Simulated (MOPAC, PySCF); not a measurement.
H$_{2}$Be, SMILES `[BeH2]`, neutral singlet in the gas phase. 

Cartesian coordinates (Å):
SMILES: [BeH2]
```xyz
3

Be     0.0000     0.0802     0.0000
H     -1.2424    -0.4181     0.0000
H      1.2424     0.5786     0.0000
```
Charge 0, multiplicity 1.

All levels are single points at this geometry (PBE0-D3(BJ)/def2-TZVP); Pople sets use spherical d functions. Orbital energies aren't observables, and empty levels follow the basis.

PBE-D3(BJ)/def2-TZVP in PySCF gives HOMO (eV) = -7.46.

Question: Estimate the HOMO (eV) from each of these levels: TPSSh-D3(BJ)/def2-TZVP in PySCF; B3LYP/3-21G in PySCF; B3LYP/6-311+G** in PySCF; B3LYP/6-31G* in PySCF; M06-2X/6-31G* in PySCF; HF/3-21G in PySCF; HF/6-31G* in PySCF; HF/STO-3G in PySCF; AM1 in MOPAC; PM3 in MOPAC; PM6 in MOPAC; PM7 in MOPAC.

Answer: 
| level | HOMO (eV) |
|---|---|
| TPSSh-D3(BJ)/def2-TZVP in PySCF | -8.24 |
| B3LYP/3-21G in PySCF | -8.65 |
| B3LYP/6-311+G** in PySCF | -8.65 |
| B3LYP/6-31G* in PySCF | -8.50 |
| M06-2X/6-31G* in PySCF | -9.91 |
| HF/3-21G in PySCF | -12.18 |
| HF/6-31G* in PySCF | -12.07 |
| HF/STO-3G in PySCF | -11.42 |
| AM1 in MOPAC | -12.80 |
| PM3 in MOPAC | -10.57 |
| PM6 in MOPAC | -11.59 |
| PM7 in MOPAC | -11.65 |
